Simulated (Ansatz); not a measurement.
**Abstraction of H: Si(SiH3)F3 + C2H7InN → Si(SiH2)F3 + C2H8InN**

Species: Si(SiH3)F3, singlet; C2H7InN `C[N](C)[InH]`, doublet; Si(SiH2)F3, doublet; C2H8InN `C[N](C)[InH2]`, singlet. A radical takes H: the energy is the difference in strength between the Si–H bond broken and the In–H bond made.

Shapes, held fixed at every level: PBE0-D4/def2-TZVP. Flexible molecules stand in one conformer, not always the lowest. Programs: Ansatz 0.2.0. Electronic energies: no zero-point or thermal term.

```json
{"level": "HF/def2-TZVPP", "kind": "Hartree–Fock", "ΔE (kJ/mol)": "+75.3", "less CCSD(T)/def2-TZVPP": "+5.2", "CPU time (sum over the molecules)": "–"}
{"level": "PBE-D4/def2-TZVPP", "kind": "GGA", "ΔE (kJ/mol)": "+72.0", "less CCSD(T)/def2-TZVPP": "+1.9", "CPU time (sum over the molecules)": "47 s"}
{"level": "r2SCAN-D4/def2-TZVPP", "kind": "meta-GGA", "ΔE (kJ/mol)": "+69.8", "less CCSD(T)/def2-TZVPP": "-0.3", "CPU time (sum over the molecules)": "94 s"}
{"level": "B3LYP-D4/def2-TZVPP", "kind": "global hybrid", "ΔE (kJ/mol)": "+79.1", "less CCSD(T)/def2-TZVPP": "+9.0", "CPU time (sum over the molecules)": "84 s"}
{"level": "wB97X-V/def2-TZVPP", "kind": "range-separated hybrid", "ΔE (kJ/mol)": "+69.9", "less CCSD(T)/def2-TZVPP": "-0.2", "CPU time (sum over the molecules)": "2.4 min"}
{"level": "CCSD/def2-TZVPP", "kind": "coupled cluster or CI", "ΔE (kJ/mol)": "+70.3", "less CCSD(T)/def2-TZVPP": "+0.2", "CPU time (sum over the molecules)": "–"}
{"level": "CCSD(T)/def2-TZVPP", "kind": "coupled cluster or CI", "ΔE (kJ/mol)": "+70.1", "less CCSD(T)/def2-TZVPP": "0.0", "CPU time (sum over the molecules)": "32 min"}
```

The highest level, CCSD(T)/def2-TZVPP, gives ΔE = +70.1 kJ/mol; the levels span +69.8 to +79.1. The column of differences is taken from that level and isn't an error. No measured value is set beside it here. Open shells run unrestricted. For atoms past krypton def2 sets carry core potentials with scalar relativity. Outer-core shells of In are correlated, in sets that cover them unevenly. Times are processor times on shared x86 and Arm servers, and rough.
